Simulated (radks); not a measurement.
Removal energies from the copper ion Cu+, [Ar] 3d10, by Delta-SCF beside the eigenvalue of the level emptied. Method: Dirac Kohn-Sham, relativistic LDA (MacDonald-Vosko exchange, VWN5 correlation), spin-unpolarised, spherical densities, finite nucleus; Fermi nuclear charge, rms radius of each element as measured or else 0.836 A^(1/3) + 0.57 fm; computed with a radial shooting solver on a logarithmic mesh with Libxc functionals. Sub-shells are occupied by j as written (lower j first in brackets).

removed from               final configuration  Delta-SCF (eV)  -eigenvalue (eV)
3d5/2                  [Ar] 3d(3/2: 4, 5/2: 5)          21.583            13.907
3d3/2                  [Ar] 3d(3/2: 3, 5/2: 6)          21.884            14.181
3p3/2         [Ne] 3s2 3p(1/2: 2, 3/2: 3) 3d10          88.434            79.776
3p1/2         [Ne] 3s2 3p(1/2: 1, 3/2: 4) 3d10          91.051            82.351
